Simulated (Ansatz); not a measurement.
O (SMILES [O+]), charge +1, quartet; B3LYP/aug-cc-pVDZ run with Ansatz (a program for electronic structure).

Here is a job for Ansatz.
Ansatz 0.2 input:
```yaml
crystal:
  periodic: [false, false, false]
  atoms:
    - {symbol: O, position_ang: [0.00000000, 0.00000000, 0.00000000]}
basis:
  gaussian:
    orbitals: aug-cc-pVDZ
hamiltonian:
  xc: b3lyp
total_charge: 1
magnetization: {spin_polarized: true, initial_magnetization: 3}
accuracy: high
```

Output, abridged:

```
Functional definition: B3LYP
200 factors; integrals over basis functions are off by at most 2.1e-9 eV
mean field evaluation 1: about -2028.1267 eV, gradient 1.3e1 eV
mean field evaluation 2: about -2028.6830 eV, gradient 5.8e0 eV
mean field evaluation 4: about -2028.8106 eV, gradient 6.0e-2 eV
mean field evaluation 8: about -2028.8108 eV, gradient 1.5e-4 eV
mean field -2028.81076400 eV, -74.5574203996 hartree, gradient 3.5e-8 eV, S^2 3.752279; 0 other end points of the search recorded, 0 dependent functions left out
reference -2028.81077822 eV, -74.5574209223 hartree; 5, 2 occupied and 18, 21 virtual orbitals, 200 factors
Total energy: -2028.81077822 eV, -74.5574209223 hartree
```
